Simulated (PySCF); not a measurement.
BI3, charge +1, doublet, geometry from GFN2-xTB (a state made from the parent by changing its charge; the spin is typed, not shown lowest) (core potentials on I).

The PySCF input:
```python
from pyscf import gto, scf, dft

mol = gto.M(
    atom='''
B    -0.000000   -0.000000    0.000000
I     1.994881   -0.349033   -0.597747
I    -0.740758   -0.879532    1.770982
I    -1.254123    1.228564   -1.173235
''',
    basis='def2-svp',
    ecp={'I': 'def2-svp'},
    charge=1,
    spin=1,
    verbose=4,
)

mf = dft.UKS(mol)
mf.xc = 'scan'
mf = mf.density_fit(auxbasis='def2-universal-jkfit')
mf.kernel()
```

Task: What does this run give for the nuclear repulsion energy, number of basis functions, Mulliken (on the basis functions themselves) charges in atom order, <S^2>?

Result: 
The nuclear repulsion energy is 365.2719 Eh. The number of basis functions is 92 and the Mulliken (on the basis functions themselves) charges in atom order is B1 -0.21, I2 0.40, I3 0.40, I4 0.40. The <S^2> is 0.752.

These values belong to the state on which the SCF converged, which isn't shown to be the lowest.

Task: Roughly what does it cost on one core?

Result: very roughly 40 core-seconds.
